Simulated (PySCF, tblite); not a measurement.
Compound: C₈H₅OP.
Cartesian coordinates in Å at the GFN2-xTB level; atoms count from 1:
```xyz
15
C8H5OP angstrom
C     -2.5924    2.2179   -0.5226
C     -1.8024    1.3370   -0.3185
C     -0.8681    0.3008   -0.0799
C     -1.3374   -0.9926    0.1846
C     -0.5148   -2.0667    0.4270
P      1.2228   -2.0374    0.4525
C      1.4916   -0.3421    0.1003
C      2.8910    0.0899    0.0340
O      3.2696    1.2105   -0.1933
C      0.4901    0.5948   -0.1157
H     -3.2799    2.9899   -0.7016
H     -2.4100   -1.1422    0.1963
H     -0.9761   -3.0279    0.6212
H      3.6108   -0.7350    0.2182
H      0.8008    1.6111   -0.3242
```

The calculation used PBE0/def2-SVPD in PySCF (dipole) on a GFN2-xTB geometry, gas phase.

Masses are those of the commonest isotopes; rigid-rotor values at the optimised geometry. The values belong to one conformer with, in the numbering `[CH:1]#[C:2][c:3]1[cH:4][cH:5][p:6][c:7]([CH:8]=[O:9])[cH:10]1`, P6–C7–C8–O9 180°.

What are A, B and C (cm⁻¹)?

Ia = 300.82, Ib = 539.98, Ic = 840.80 u·Å²; 505379 MHz·u·Å²/I gives 1680, 935.9 and 601.1 MHz, that is A = 0.05604, B = 0.03122, C = 0.02005 cm⁻¹.

Classify the top.

An asymmetric top. Ray's parameter κ = (2B − A − C)/(A − C) = -0.379; −1 is the prolate and +1 the oblate limit.

Is it planar, by Δ = Ic − Ia − Ib?

Planar: Δ = Ic − Ia − Ib = 0.00 u·Å². For a rigid frame Δ = −2 Σ m c², so it vanishes when all atoms lie in the ab plane; here none is more than 0.01 Å from it.

List the rotational levels J(Ka,Kc) to J = 2 (cm⁻¹).

Above 0(0,0):
J = 1: 1(0,1) 0.0513, 1(1,1) 0.0761, 1(1,0) 0.0873
J = 2: 2(0,2) 0.1508, 2(1,2) 0.1675, 2(1,1) 0.2010, 2(2,1) 0.2754, 2(2,0) 0.2784

Which types of transition are allowed, and where do some lines up to J = 4 fall?

The dipole components are |μa| = 2.31 D, |μb| = 2.73 D, |μc| = 0.00 D; the mirror of this Cs structure is the ab plane, so μc vanishes by symmetry and there are no c-type lines. The squared components, which scale the intensities, stand as 0.72 : 1.00 (a : b). Some lines, for components of 0.1 D or more:

```
type  branch         J(Ka,Kc)    MHz  lower level (cm⁻¹)
   a       Q  1(1,0) ← 1(1,1)    335               0.076
   a       Q  4(2,2) ← 4(2,3)   1077               0.632
   b       Q  2(1,1) ← 2(0,2)   1504               0.151
   b       R  2(0,2) ← 1(1,1)   2240               0.076
   b       Q  3(1,2) ← 3(0,3)   2264               0.294
   b       Q  2(2,0) ← 2(1,1)   2322               0.201
   b       R  3(1,2) ← 2(2,1)   2815               0.275
   a       Q  4(1,3) ← 4(1,4)   3243               0.481
   b       R  2(1,2) ← 1(0,1)   3483               0.051
   b       Q  4(3,1) ← 4(2,2)   3850               0.668
   a       R  3(0,3) ← 2(0,2)   4287               0.151
   b       Q  3(3,1) ← 3(2,2)   4608               0.429
   a       R  3(2,2) ← 2(2,1)   4611               0.275
   b       R  4(1,3) ← 3(2,2)   4789               0.429
   b       Q  4(3,2) ← 4(2,3)   4822               0.632
   a       R  3(2,1) ← 2(2,0)   4935               0.278
   a       R  3(1,2) ← 2(1,1)   5047               0.201
   a       R  4(1,4) ← 3(1,3)   5336               0.303
   a       R  4(0,4) ← 3(0,3)   5483               0.294
   b       R  2(2,0) ← 1(1,1)   6066               0.076
   b       Q  4(4,0) ← 4(3,1)   6155               0.796
   a       R  4(3,1) ← 3(3,0)   6380               0.583
   a       R  4(1,3) ← 3(1,2)   6585               0.369
   b       R  4(2,3) ← 3(1,2)   7873               0.369
   b       R  4(2,2) ← 3(1,3)  10943               0.303
```

Estimate the classical rotational partition function at 25 K, 200 K and 298.15 K.

Point group Cs, symmetry number σ = 1; q = (√π/σ)·√((kT/h)³/(ABC)), k/h = 20836.6 MHz/K: 21700 at 25 K, 490000 at 200 K, 893000 at 298.15 K.

Its GFN2-xTB frequencies are all real (lowest 85 cm⁻¹). Constants of a rigid frame at the computed geometry: no zero-point averaging, no centrifugal distortion.
